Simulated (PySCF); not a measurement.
Molecule: SMILES C=CO[C@@H](C)[C@@H](C)F, C6H11FO.

Bonds (- single, = double, # triple, : aromatic): C1=C2, C2-O3, O3-C4, C4-C5, C4-C6, C6-C7, C6-F8. C1 carries H9, H10; C2 carries H11; C4 carries H12; C5 carries H13, H14, H15; C6 carries H16; C7 carries H17, H18, H19. Stereochemistry as in C=CO[C@@H](C)[C@@H](C)F. H10 is cis to O3; H9 is trans to O3.

Frames of a GFN2-xTB Langevin trajectory at 600 K; GIAO PBE0/pcSseg-1 shieldings in PySCF, gas phase, non-relativistic; equivalent atoms averaged within each frame.

Chemical shifts δ = σref − σ; $^{13}$C (σ = 186.93 ppm) and $^{1}$H (σ = 31.72 ppm) vs TMS; $^{17}$O (σ = 336.08 ppm) against H2O; $^{19}$F (σ = 170.95 ppm) against CFCl3, all at this level. The references are static minima.

How do the shifts (ppm) fluctuate along the trajectory?

## Answers


```
         time (fs)     C2     C6     C1    C4    C7    C5     O3      F8   H16   H11
               250  155.3  112.9   91.9  78.2  32.8  22.3  159.4  -191.0  7.20  6.63
               425  165.1   89.4  101.2  89.4  19.7  11.0  174.9  -221.7  6.20  8.16
               625  173.7  106.4   99.6  85.5  23.1  27.4  158.5  -185.4  4.93  7.43
               800  164.4   96.6   84.2  98.1  27.1  25.1  177.0  -167.4  5.83  7.58
              1000  156.9  111.1   93.7  98.5  23.6  19.7  154.8  -154.9  6.10  6.84
    mean of frames  163.1  103.3   94.1  89.9  25.3  21.1  164.9  -184.1  6.05  7.33
standard deviation    7.4   10.0    6.8   8.6   4.9   6.3   10.2    25.5  0.82  0.61
```

5 frames give an uncertainty of the mean of about the standard deviation over 2.2 at best, since frames this close in time may not be independent; classical motion lacks zero-point vibration, and the reference would need the same averaging.
